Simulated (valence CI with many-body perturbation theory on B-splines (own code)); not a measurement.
Valence orbitals of Ti⁹⁺

Computed by relativistic CI+MBPT: three valence electrons over a frozen Dirac-Fock core [Ne], a basis of 11 s, 11 p, 10 d, 8 f, 5 g, 2 h functions for each j, with the one-electron correlation potential Σ1 (screened to all orders), the two-electron term Σ2, the three-electron term Σ3, Breit, model QED; selected single and double excitations, second order for the rest, scaled by the run's own slope (own B-spline code, finite nucleus).

No measured levels were compared; by estimate levels of excited configurations hold to 0.05 to 0.15 % of their energy, terms of the ground configuration to about 0.5 %.

These are the spectroscopic orbitals of the CI (the correlating ones are not listed), shaped by the core and the other valence electrons. h is the expectation value of the core's Dirac-Fock operator, without the valence repulsion; Σ1 is computed up to l = 3 at one energy for each symmetry, that of its lowest orbital but kept below the first core excitation, so for empty shells it is not the orbital's own correlation shift; Breit and QED include the response of the core.

```
Orbital  h (hartree)  Σ1 (cm⁻¹)  Breit (cm⁻¹)  QED (cm⁻¹)  ⟨r⟩ (bohr)
  3s1/2      -10.673      -4754           424         275      0.8878
  4s1/2      -5.5068      -1387           148        97.5       1.757
  5s1/2      -3.3515       -581          65.9        43.5       2.947
  6s1/2       -2.255       -304          35.4        23.4       4.428
  7s1/2      -1.6207       -180          21.2        14.0       6.209
  8s1/2      -1.2208       -115          13.7         9.1       8.288
  3p1/2      -9.7167      -5135           646       -28.2      0.8980
  4p1/2      -5.1226      -1506           225        -9.6       1.831
  5p1/2      -3.1668       -669           106        -4.5       3.062
  6p1/2      -2.1518       -359          58.4        -2.5       4.590
  7p1/2      -1.5572       -216          35.6        -1.5       6.418
  8p1/2       -1.179       -140          23.3        -1.0       8.545
  3p3/2      -9.6761      -5056           393        -9.1      0.9024
  4p3/2      -5.1071      -1489           135        -3.0       1.837
  5p3/2      -3.1592       -663          63.3        -1.4       3.070
  6p3/2      -2.1476       -356          34.8        -0.8       4.600
  7p3/2      -1.5546       -214          21.2        -0.5       6.429
  8p3/2      -1.1773       -139          13.8        -0.3       8.558
  3d3/2      -8.3634      -5423           167       -12.3      0.8713
  4d3/2      -4.6196      -1527          63.7        -4.5       1.887
  5d3/2      -2.9256       -685          31.5        -2.2       3.186
  6d3/2      -2.0171       -371          17.8        -1.3       4.783
  7d3/2      -1.4743       -224          11.0        -0.8       6.680
  3d5/2      -8.3589      -5380          49.6        -8.9      0.8721
  4d5/2      -4.6175      -1513          18.9        -3.2       1.888
  5d5/2      -2.9245       -679           9.4        -1.6       3.187
  6d5/2      -2.0165       -367           5.3        -0.9       4.785
  7d5/2      -1.4739       -222           3.3        -0.5       6.682
  4f5/2      -4.4257       -637           1.3        -0.5       1.738
  5f5/2      -2.8277       -342           1.0        -0.3       3.074
  6f5/2      -1.9609       -201           0.7        -0.2       4.709
  7f5/2      -1.4391       -127           0.5        -0.1       6.644
  4f7/2      -4.4251       -636          -0.6         0.0       1.738
  5f7/2      -2.8273       -341          -0.5         0.0       3.074
  6f7/2      -1.9607       -200          -0.3         0.0       4.710
  7f7/2       -1.439       -127          -0.2         0.0       6.645
  5g7/2      -2.8043                      0.0        -0.1       2.739
  6g7/2       -1.948                      0.0         0.0       4.383
  7g7/2      -1.4311                      0.0         0.0       6.329
  5g9/2      -2.8041                      0.0         0.1       2.739
  6g9/2      -1.9478                      0.0         0.0       4.383
  7g9/2       -1.431                      0.0         0.0       6.329
  6h9/2      -1.9448                                            3.898
 6h11/2      -1.9447                                            3.899
```

Among the shells of the start configuration 3s2 3p1, Σ1 is largest in size for 3p1/2, where it is 0.24 % of h.

Lowest root of each symmetry, sizes in configuration state functions:

| J | Parity | Roots | Reference | Variational | Second order | Change by selected CI (cm⁻¹) | Change by second order (cm⁻¹) |
| --- | --- | --- | --- | --- | --- | --- | --- |
| 1/2 | even | 19 | 92 | 13068 | 34389 | -1122 | 0 |
| 3/2 | even | 25 | 144 | 20734 | 59349 | -1110 | 0 |
| 5/2 | even | 21 | 149 | 22627 | 82847 | -1117 | 0 |
| 7/2 | even | 10 | 112 | 16476 | 86142 | -2480 | -2 |
| 9/2 | even | 5 | 73 | 11986 | 73306 | -2705 | -3 |
| 11/2 | even | 1 | 31 | 6527 | 48248 | -3984 | -7 |
| 1/2 | odd | 20 | 95 | 13212 | 32273 | -2394 | 0 |
| 3/2 | odd | 32 | 149 | 22162 | 64564 | -2387 | -1 |
| 5/2 | odd | 27 | 146 | 24018 | 78361 | -1787 | -1 |
| 7/2 | odd | 18 | 113 | 21864 | 85081 | -2054 | -1 |
| 9/2 | odd | 8 | 64 | 14078 | 76189 | -2050 | -1 |
| 11/2 | odd | 3 | 28 | 11606 | 58573 | -3764 | -4 |
